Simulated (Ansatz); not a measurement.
Al₇As₇, relaxed as a singlet with RKS PBE-D4/def2-SVP in Ansatz, starting from the GFN2-xTB geometry. Force threshold 0.03 eV/Å.

Start:

```xyz
14

Al   -1.8236    0.8206   -0.7331
Al    2.7884    0.6591    0.6692
Al    0.9433    0.6982   -1.6299
Al    0.4061    1.8862    0.8071
Al   -2.6166   -0.7769    1.3432
Al    0.2474   -0.9595    0.3845
Al   -2.4817   -1.8161   -1.0172
As    2.3750    2.6542    1.8237
As   -0.4599    2.7057   -1.4545
As   -4.0529   -2.5141    0.5960
As    3.1797   -0.1170   -1.6661
As    2.5738   -1.7465    0.5065
As   -0.3771   -1.6013   -2.0419
As   -0.7021    0.1074    2.4123
```

```tsv
step	energy (eV)	largest force component (eV/Å)	SCF passes
1	-471924.1890	1.071	48
2	-471924.7167	0.319	35
3	-471924.8526	0.356	33
4	-471924.9196	0.344	33
5	-471924.9540	0.192	30
6	-471924.9874	0.183	33
7	-471925.0653	0.306	30
8	-471925.1435	0.254	31
9	-471925.2331	0.284	30
10	-471925.2985	0.343	30
11	-471925.3058	0.284	30
12	-471925.3269	0.229	25
13	-471925.3396	0.162	24
14 (rejected)	-471925.3164	0.228	25
15	-471925.3474	0.023	25
```

Force components are those of the run's own axes.

End:

Cartesian coordinates in Å:
```
Al -1.624 0.536 -1.109
Al 3.021 0.392 0.804
Al 1.560 1.704 -1.092
Al 0.047 1.962 1.119
Al -2.807 -0.460 1.039
Al 0.313 -1.117 0.287
Al -2.530 -2.152 -0.966
As 2.391 2.683 1.100
As -0.663 2.763 -1.160
As -3.915 -2.570 0.881
As 2.921 -0.335 -1.604
As 2.568 -1.942 0.472
As -0.505 -1.473 -2.079
As -0.776 0.009 2.309
```

Bonds lost: Al3–As13 (atoms count from 1). Bonds formed: Al1–As13, Al3–As8 (atoms count from 1). Metal–metal contacts that move far: Al2–Al4 2.68 to 3.38 Å, Al3–Al6 2.70 to 3.38 Å.

No frequencies were taken in this run, so the end may be a saddle point.

Hardware: 2 threads of AMD EPYC 7R13 on a shared host and a share (18 GiB) of an NVIDIA H100 80GB HBM3. Wall time 59 s.
